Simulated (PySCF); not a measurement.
HBr, charge +1, doublet, geometry from GFN2-xTB (a state made from the parent by changing its charge; the spin is typed, not shown lowest); PBE0/cc-pVTZ (PySCF).

Input for PySCF:
```python
from pyscf import gto, scf, dft

mol = gto.M(
    atom='''
Br   -0.00000000   -0.00000000   -0.04027692
H     0.00000000    0.00000000    1.40969227
''',
    basis='cc-pvtz',
    charge=1,
    spin=1,
    verbose=4,
)

mf = dft.UKS(mol)
mf.xc = 'pbe0'
mf.kernel()
```

Output, abridged:

```
PySCF version 2.14.0

[INPUT] verbose = 4
[INPUT] num. atoms = 2
[INPUT] num. electrons = 35
[INPUT] charge = 1
[INPUT] spin (= nelec alpha-beta = 2S) = 1
[INPUT] symmetry False subgroup None
[INPUT] Mole.unit = angstrom
[INPUT] Symbol           X                Y                Z      unit          X                Y                Z       unit  Magmom
[INPUT]  1 Br     0.000000000000   0.000000000000  -0.040276920000 AA    0.000000000000   0.000000000000  -0.076112347941 Bohr   0.0
[INPUT]  2 H      0.000000000000   0.000000000000   1.409692270000 AA    0.000000000000   0.000000000000   2.663932310216 Bohr   0.0

nuclear repulsion = 12.7735144373654
number of shells = 16
number of NR pGTOs = 127
number of NR cGTOs = 57
basis = cc-pvtz
ecp = {}

******** <class 'pyscf.dft.uks.UKS'> ********
method = UKS
initial guess = minao
damping factor = 0
level_shift factor = 0
DIIS = <class 'pyscf.scf.diis.CDIIS'>
diis_start_cycle = 1
diis_space = 8
diis_damp = 0
SCF conv_tol = 1e-09
SCF conv_tol_grad = None
SCF max_cycles = 50
direct_scf = True
direct_scf_tol = 1e-13
number electrons alpha = 18  beta = 17
XC library pyscf.dft.libxc version 7.1.2
    S. Lehtola, C. Steigemann, M. J. T. Oliveira, and M. A. L. Marques,  SoftwareX 7, 1–5 (2018)
XC functionals = pbe0
    C. Adamo and V. Barone,  J. Chem. Phys. 110, 6158 (1999)
    M. Ernzerhof and G. E. Scuseria,  J. Chem. Phys. 110, 5029 (1999)
radial grids:
    Treutler-Ahlrichs [JCP 102, 346 (1995); DOI:10.1063/1.469408] (M4) radial grids

becke partition: Becke, JCP 88, 2547 (1988); DOI:10.1063/1.454033
pruning grids: <function nwchem_prune>
grids dens level: 3
symmetrized grids: False
atomic radii adjust function: <function treutler_atomic_radii_adjust>
small_rho_cutoff = 0
Set gradient conv threshold to 3.16228e-05
tot grids = 30232
init E= -2573.41566944319

cycle= 1 E= -2574.037550236  delta_E= -0.622  |g|= 0.282  |ddm|= 0.861
cycle= 2 E= -2574.06479052076  delta_E= -0.0272  |g|= 0.207  |ddm|= 0.366
cycle= 3 E= -2574.07462095108  delta_E= -0.00983  |g|= 0.0132  |ddm|= 0.113
cycle= 4 E= -2574.07471132777  delta_E= -9.04e-05  |g|= 0.00477  |ddm|= 0.0147
cycle= 5 E= -2574.07472393773  delta_E= -1.26e-05  |g|= 0.00213  |ddm|= 0.00486
cycle= 6 E= -2574.07472685333  delta_E= -2.92e-06  |g|= 0.000318  |ddm|= 0.00186
cycle= 7 E= -2574.07472697479  delta_E= -1.21e-07  |g|= 9.2e-05  |ddm|= 0.000457
cycle= 8 E= -2574.07472699057  delta_E= -1.58e-08  |g|= 2.63e-05  |ddm|= 0.000188
cycle= 9 E= -2574.07472699199  delta_E= -1.42e-09  |g|= 3.13e-06  |ddm|= 6.58e-05
cycle= 10 E= -2574.07472699201  delta_E= -2.23e-11  |g|= 5.46e-07  |ddm|= 7.69e-06
Extra cycle  E= -2574.07472699201  delta_E=    0  |g|= 2.32e-07  |ddm|= 7.41e-07
converged SCF energy = -2574.07472699201  <S^2> = 0.7537492  2S+1 = 2.0037457
```
